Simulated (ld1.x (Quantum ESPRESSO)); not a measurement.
**Scattering properties, TM potential for selenium (Se)**

```json
{
 "Element": "selenium (Se)",
 "Generator": "ld1.x (Quantum ESPRESSO) 7.5",
 "Type": "norm-conserving Troullier–Martins (Kleinman–Bylander form)",
 "Functional": "LDA (PZ)",
 "Relativity": "scalar-relativistic",
 "Frozen core": "[Ar]",
 "Valence charge": "16",
 "Reference configuration": "3d10 4s2 4p4",
 "Partial waves": "4p (bound): rc 1.85 bohr; 3d (bound): rc 0.95 bohr; 4s (bound): rc 1.20 bohr",
 "Local potential": "the s channel",
 "Core correction": "none"
}
```

The phase is arctan(r·u′/u) with u = r·R(r), unwrapped; energies in Ry, scanned from -6 to 5 Ry. A pole is an energy at which the radial function vanishes at the test radius. The pseudo phase is shifted by a multiple of π to meet the all-electron one at the reference energy, and phase errors are pseudo minus all-electron; the curves can meet again beyond the range given. Levels narrower than the energy grid can be missing from the lists of poles.

Question: For each channel, where are the poles, and over which energies does the pseudopotential scatter like the atom?

Answer:

```csv
channel,radius (bohr),reference energy (Ry),"poles, all-electron","poles, pseudo",unbroken range about the reference energy with phases within 0.05 rad,phase error 1 Ry above the reference energy (rad)
s,2.00,-1.29,0.87,0.78,below 2.8,-0.003
p,2.00,-0.49,2.48,2.79,below 4.4,+0.008
d,2.00,-3.92,-3.88,-3.88,below -0.2,+0.004
```

Note: ghost state, extra bound levels that the all-electron valence spectrum of the same l lacks: p at -195.1 eV. A true bound ghost makes a file unfit for plane-wave use.

Phases in the d channel:

```tsv
E (Ry)	all-electron	pseudo
-6.00	1.362	1.363
-5.48	1.350	1.351
-4.96	1.333	1.335
-4.44	1.301	1.302
-3.92	-1.362	-1.362
-3.40	-1.794	-1.791
-2.88	-1.830	-1.826
-2.36	-1.860	-1.854
-1.84	-1.893	-1.884
-1.32	-1.935	-1.921
-0.80	-1.993	-1.969
-0.28	-2.079	-2.036
0.24	-2.219	-2.135
0.76	-2.479	-2.296
1.28	-2.996	-2.581
1.80	-3.696	-3.081
2.32	-4.150	-3.675
2.84	-4.378	-4.077
3.36	-4.506	-4.300
3.88	-4.587	-4.430
4.40	-4.645	-4.513
4.92	-4.689	-4.572
```
